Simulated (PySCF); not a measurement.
**Mayer bond orders and bond lengths**

C8H13O (charge +1).
Atom-mapped SMILES: `[CH2:1]=[CH:2]/[C:3](=[CH:4]\[O:5][CH3:6])[C+:7]([CH3:8])[CH3:9]` (hydrogens: H10, H11 on C1; H12 on C2; H13 on C4; H14, H15, H16 on C6; H17, H18, H19 on C8; H20, H21, H22 on C9)

Cartesian coordinates in Å at the GFN2-xTB level; atoms count from 1:
```
atom  x, y, z in Å
C1     0.418    2.657    0.060
C2     0.826    1.456   -0.318
C3     0.072    0.201   -0.115
C4     0.812   -0.885    0.370
O5     2.061   -0.766    0.634
C6     2.833   -1.868    1.070
C7    -1.275    0.062   -0.435
C8    -1.999    1.121   -1.156
C9    -2.069   -1.147   -0.116
H10   -0.524    2.822    0.555
H11    1.035    3.524   -0.090
H12    1.805    1.324   -0.758
H13    0.346   -1.863    0.492
H14    3.282   -1.601    2.029
H15    3.636   -2.026    0.347
H16    2.237   -2.776    1.172
H17   -1.334    1.825   -1.648
H18   -2.689    0.679   -1.874
H19   -2.621    1.681   -0.452
H20   -3.130   -0.906   -0.098
H21   -1.798   -1.604    0.831
H22   -1.933   -1.893   -0.903
```

Bond orders from the PBE0/pcSseg-1 density (PySCF). One conformer (not necessarily the lowest) at the GFN2-xTB geometry, without solvent, vibrations or thermal averaging.

(1) Where do the orders between heavy atoms depart from those drawn in the SMILES?

(2) Give the Mayer order of every bond between heavy atoms, beside its length.

## Answers

(1) The largest departure is 0.628, at C3–C4 (drawn double, 1.372). Drawn single, order above 1.12: C4–O5 (1.304), C3–C7 (1.359), C7–C8 (1.161) and C7–C9 (1.127). Drawn single, order below 0.88: O5–C6 (0.819). Drawn double or triple, more than 0.30 short of the drawn order: C3–C4 (1.372). The SMILES, with its formal charges, is one Lewis structure only.

(2) 
```
 bond  drawn as  length (Å)  Mayer order
C1–C2    double       1.324        1.947
C2–C3    single       1.477        1.070
C3–C4    double       1.401        1.372
C4–O5    single       1.282        1.304
O5–C6    single       1.415        0.819
C3–C7    single       1.391        1.359
C7–C8    single       1.471        1.161
C7–C9    single       1.481        1.127
```

Bonds between the same two heavy elements. C–C: lowest C2–C3 (1.070, 1.477 Å), highest C1–C2 (1.947, 1.324 Å); in 1 of the 15 pairs the longer bond (by over 0.003 Å) has the higher order (by 0.02 or more). C–O: lowest O5–C6 (0.819, 1.415 Å), highest C4–O5 (1.304, 1.282 Å).

And the bonds to hydrogen?

C–H: 0.89 to 0.96 (13 bonds).

Sum the orders of all bonds at each heavy atom with more than one neighbour and set the sums beside the valence in the SMILES.

C1 3.845 (drawn 4), C2 3.952 (drawn 4), C3 3.801 (drawn 4), C4 3.597 (drawn 4), O5 2.123 (drawn 2), C6 3.670 (drawn 4), C7 3.647 (drawn 3), C8 3.897 (drawn 4), C9 3.887 (drawn 4). Orders between atoms that aren't bonded are not in these sums.

For a closed shell the Mayer order of atoms A and B is Σ (PS)μν (PS)νμ over the basis functions μ on A and ν on B, with P the density and S the overlap matrix.

These values come from a run that also computed NMR shieldings. Hardware: Arm Neoverse V1, one thread, no GPU, shared host. Cost: 41 s wall.
